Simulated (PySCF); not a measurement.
C2H5FOSi2, SMILES O=C1C[SiH2][Si@@H]1F. The structure is a stationary point at B3LYP-D3(BJ)/def2-SVP. The structure was generated by enumeration; whether it is a known compound was not checked.

Task: Give the equilibrium geometry at B3LYP-D3(BJ)/def2-SVP (PySCF confirms it by a frequency run) as Cartesian coordinates in Å. (An estimate is asked for; the answer gives what the named calculation found.)

Result: 
```xyz
11

O     -1.7455     1.6668    -0.2377
C     -0.8926     0.8213    -0.3220
C      0.1288     0.6734    -1.4662
Si     1.6356     0.0044    -0.4604
Si    -0.1517    -0.4397     1.0117
F     -0.7692    -1.9480     0.8668
H     -0.2087    -0.1712    -2.0990
H      0.2073     1.5722    -2.0969
H      2.5618     1.0833    -0.0166
H      2.3756    -1.1015    -1.1237
H     -0.2409    -0.0585     2.4477
```
